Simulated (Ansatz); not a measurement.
W₂O₆. The state is a triplet with charge 0. Geometry PBE-D4/def2-SVP, that of the charge +1 doublet; atoms count from 1.

```xyz
8

W     0.234   -1.329    0.554
W    -0.234    1.329   -0.554
O     0.457    2.804    0.040
O     0.987   -0.150   -0.775
O    -1.247    1.690   -1.915
O     1.247   -1.690    1.915
O    -0.987    0.150    0.775
O    -0.457   -2.804   -0.040
```

In the def2 sets W takes a core potential; there is no spin–orbit coupling. At PBE0-D4/def2-TZVP a singlet of charge 0 lies 2.83 eV below the triplet at the same geometry. The structure comes from a short search, and lower isomers may exist.

Question: Estimate the Mulliken populations from the PBE0/def2-TZVP orbitals of Ansatz.

Answer: 
```json
{"atom": "W1", "charge (e)": "1.44", "spin (α − β)": "0.25", "d electrons": "3.55"}
{"atom": "W2", "charge (e)": "1.38", "spin (α − β)": "0.59", "d electrons": "3.61"}
{"atom": "O3", "charge (e)": "-0.33", "spin (α − β)": "0.60", "d electrons": "–"}
{"atom": "O4", "charge (e)": "-0.60", "spin (α − β)": "0.00", "d electrons": "–"}
{"atom": "O5", "charge (e)": "-0.33", "spin (α − β)": "0.60", "d electrons": "–"}
{"atom": "O6", "charge (e)": "-0.49", "spin (α − β)": "-0.02", "d electrons": "–"}
{"atom": "O7", "charge (e)": "-0.60", "spin (α − β)": "0.00", "d electrons": "–"}
{"atom": "O8", "charge (e)": "-0.49", "spin (α − β)": "-0.02", "d electrons": "–"}
```
Mulliken values and Mayer orders depend strongly on the basis.

Question: Where does the spin sit?

Answer: Summed by element: W 0.84, O 1.16, of 2 unpaired in all. Largest on single atoms: O3 0.60, O5 0.60, W2 0.59.

Question: And the Mayer bond orders between bonded heavy atoms (over 0.3)?

Answer: W1–O4 0.95 (1.93 Å); W1–O6 2.04 (1.73 Å); W1–O7 0.95 (1.93 Å); W1–O8 2.04 (1.73 Å); W2–O3 1.67 (1.73 Å); W2–O4 0.99 (1.93 Å); W2–O5 1.67 (1.73 Å); W2–O7 0.99 (1.93 Å).
